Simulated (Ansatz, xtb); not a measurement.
## C4H9BOSi: which of two isomers lies lower

Structure X is `BO[SiH](C=C)C=C`, a singlet and structure Y is `B[C@@H]1C=CC[SiH2]O1`, a singlet. Both are isolated molecules in the gas phase, relaxed with B3LYP/def2-SVP; the shapes shown needn't be the lowest conformers.

X (Å):

```xyz
16

C    -0.7827    1.5049   -0.0726
C     0.4082    2.1062    0.0505
C    -2.3971   -0.8018    1.2016
C    -2.2703   -1.7220    2.1671
B     1.2593   -1.2462    1.2721
O     0.3541   -1.1707    0.2763
Si   -1.0821   -0.3426   -0.0486
H     2.2009   -1.9940    1.1287
H     1.1327   -0.5837    2.2815
H    -1.5087   -0.7920   -1.4033
H    -1.6658    2.1458   -0.2134
H     0.5162    3.1964    0.0189
H     1.3363    1.5404    0.1887
H    -3.3594   -0.2746    1.1220
H    -3.0844   -1.9507    2.8643
H    -1.3471   -2.2947    2.3097
```

Y (Å):

```yaml
atoms:
  - { symbol: C, position_ang: [-0.4839, 0.4941, -0.0660] }
  - { symbol: C, position_ang: [-1.9948, 0.5147, -0.2339] }
  - { symbol: C, position_ang: [-2.8603, -0.2419, 0.4790] }
  - { symbol: C, position_ang: [-2.4679, -1.2694, 1.5106] }
  - { symbol: B, position_ang: [-0.5576, 1.6690, 0.9645] }
  - { symbol: O, position_ang: [0.0638, -0.7311, 0.4039] }
  - { symbol: Si, position_ang: [-0.8220, -2.0328, 0.9584] }
  - { symbol: H, position_ang: [-0.6785, 2.8054, 0.5797] }
  - { symbol: H, position_ang: [-0.5870, 1.4177, 2.1428] }
  - { symbol: H, position_ang: [-0.0128, 0.7495, -1.0296] }
  - { symbol: H, position_ang: [-2.3908, 1.2186, -0.9714] }
  - { symbol: H, position_ang: [-3.9271, -0.1435, 0.2456] }
  - { symbol: H, position_ang: [-3.2658, -2.0171, 1.6441] }
  - { symbol: H, position_ang: [-2.3159, -0.7974, 2.4979] }
  - { symbol: H, position_ang: [-0.0588, -2.6789, 2.0608] }
  - { symbol: H, position_ang: [-1.0702, -3.0408, -0.1150] }
```

Quicker runs give these differences E(Y) − E(X): GFN2-xTB −3.5 kcal/mol; HF/STO-3G +11.1 kcal/mol (at GFN2-xTB geometries); r2SCAN-D4/def2-SVP +20.5 kcal/mol (at GFN2-xTB geometries).

Problem. Estimate E(Y) − E(X) at the level CCSD(T)/def2-SVP + ΔMP2/def2-TZVPP.

Solution. Calculated at CCSD(T)/def2-SVP + ΔMP2/def2-TZVPP: E(Y) − E(X) = +29.0 kcal/mol, so structure X lies lower.

How the difference moves with the method:

| level | geometry | E(Y) − E(X) (kcal/mol) | departure from the last row (kcal/mol) | job, with rough time for the two |
| --- | --- | --- | --- | --- |
| GFN2-xTB | GFN2-xTB | −3.5 | −32.5 | optimisation, 0.65 s |
| HF/STO-3G | GFN2-xTB | +11.1 | −17.9 | single point, 0.42 s |
| r2SCAN-D4/def2-SVP | GFN2-xTB | +20.5 | −8.5 | single point, 4.4 s |
| B3LYP/def2-SVP | B3LYP/def2-SVP | +27.7 | −1.3 | optimisation, 2 min |
| HF/def2-SVP | B3LYP/def2-SVP | +33.4 | +4.4 | part of the CCSD(T) run |
| MP2/def2-SVP | B3LYP/def2-SVP | +25.8 | −3.2 | part of the CCSD(T) run |
| CCSD(T)/def2-SVP | B3LYP/def2-SVP | +28.2 | −0.8 | single point |
| CCSD(T)/def2-SVP + ΔMP2/def2-TZVPP | B3LYP/def2-SVP | +29.0 |  | single point, 79 s |

As drawn, Y has 1 C–B, 2 C–C, 1 C–O, 1 Si–H in place of 1 B–O, 1 C–Si, 1 C=C, 1 C–H. Structure X has no ring, Y a 6-membered ring.

GFN2-xTB puts the two in the other order. The largest departure from CCSD(T)/def2-SVP + ΔMP2/def2-TZVPP is that of GFN2-xTB, 32.5 kcal/mol. The last row adds to CCSD(T) the change of the MP2 difference between the two basis sets, here +0.8 kcal/mol.

With thermal terms from frequencies at re-optimised GFN2-xTB minima (ideal gas, soft modes damped towards free rotors, one conformer each, 298.15 K, 1 atm): on the last row, ΔE + ΔZPE = +30.6, ΔH = +28.8, ΔG = +33.6 kcal/mol.

The correlated steps freeze 11 core orbitals. Mirror images aren't counted in ΔG. Programs: Ansatz 0.2.0, xtb 6.7.1; the last row on 4 threads of Arm Neoverse V1 on a shared host.
